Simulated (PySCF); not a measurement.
**Energy of Rh⁺ (rhodium, charge +1) between two integer charges**

The 4d beta orbital of [Kr] 4d8 is emptied in steps (occupation f), with all orbitals relaxed, ending at [Kr] 4d7. Computed with PySCF 2.14 in def2-TZVPPD with the def2 core potential (28 electrons) (6s4p3d2f1g, 56 functions), with scalar relativity through the core potential. The exact energy is a straight line in f; departures are measured from the line between the end points of the same method.

Task: Among UHF, LDA, PBE, which shows the largest delocalisation error (convex curve), and which is closest to linear?

Result: Most convex: LDA (-1.452 eV at f = 0.5); closest to linear: UHF (0.434 eV).

| f | UHF (eV) | LDA (eV) | PBE (eV) |
| --- | --- | --- | --- |
| 1 | 0.000 | 0.000 | 0.000 |
| 0.9 | 0.168 | -0.514 | -0.501 |
| 0.7 | 0.378 | -1.210 | -1.177 |
| 0.5 | 0.434 | -1.452 | -1.411 |
| 0.3 | 0.351 | -1.229 | -1.192 |
| 0.1 | 0.145 | -0.530 | -0.514 |
| 0 | 0.000 | 0.000 | 0.000 |

```tsv
method	E(f=0) − E(f=1) (eV)	−ε at f=1 (eV)	−ε at f=0.5 (eV)
UHF	16.525	18.434	16.446
LDA	18.889	13.200	18.832
PBE	18.589	13.043	18.544
```

Reference removal energy between the ground levels: 18.08 eV (semi-empirical (NIST evaluation); NIST Atomic Spectra Database, ionization energies). The calculation has no spin-orbit coupling. The determinant left behind need not be the lowest term of the ion. UHF lacks correlation.
